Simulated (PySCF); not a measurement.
A small calculation by hand: chemical shift, span and skew from a shielding tensor

O₂P₂, SMILES p12op1o2. Atoms are numbered in the order given.

```xyz
4

P      0.0000     0.0000     1.2608
P      0.0000     0.0000    -1.2608
O      0.0000    -1.1126     0.0000
O      0.0000     1.1126     0.0000
```
Charge 0, spin multiplicity 1.

Coordinates come from a B3LYP-D3(BJ)/def2-SVP optimisation.

GIAO shieldings from PBE/pcSseg-2 (PySCF), non-relativistic, no solvent. The symmetric part of the tensor of P1 has the principal values -326.5, -139.7, 9.5 ppm. The same nucleus in PH3 has σ = 572.3 ppm at this level (PySCF, at its B3LYP-D3(BJ)/def2-TZVP geometry).

Q: Work out the isotropic shielding, the ³¹P shift against PH3, the span and the skew.

A: 
σ(iso) = (σ11 + σ22 + σ33)/3 = -152.2 ppm. δ = σ(ref) − σ(iso) = 572.3 − (-152.2) = 724.5 ppm.
Span Ω = σ33 − σ11 = 336.0 ppm. Skew κ = 3(σ(iso) − σ22)/Ω = -0.11. Tumbling in solution averages the tensor to δ; in a static solid the shielding alone would spread this spin-1/2 line over Ω.
